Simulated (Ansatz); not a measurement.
The cluster TeSe2. Total charge 0; quintet. Geometry B3LYP-D4/def2-TZVP; atoms count from 1.

```xyz
3

Se   -0.343   -0.062    1.601
Se    0.498   -1.261   -0.920
Te   -0.155    1.323   -0.681
```

In the def2 sets Te takes a core potential; there is no spin–orbit coupling. At PBE0-D4/def2-TZVP a singlet of charge 0 lies 2.20 eV below the quintet, each at its own geometry. The structure comes from a short search, and lower isomers may exist.

(1) Estimate the Mulliken populations from the PBE0/def2-TZVP orbitals of Ansatz.

(2) Where does the spin sit?

(3) And the Mayer bond orders between heavy atoms (over 0.3)?

## Answers

(1) 
```tsv
atom	charge (e)	spin (α − β)
Se1	-0.06	1.48
Se2	-0.06	1.48
Te3	0.12	1.03
```
Mulliken values depend strongly on the basis.

(2) Summed by element: Se 2.97, Te 1.03, of 4 unpaired in all. Largest on single atoms: Se1 1.48, Se2 1.48, Te3 1.03.

(3) Se1–Se2 0.66 (2.92 Å); Se1–Te3 1.07 (2.68 Å); Se2–Te3 1.07 (2.68 Å).
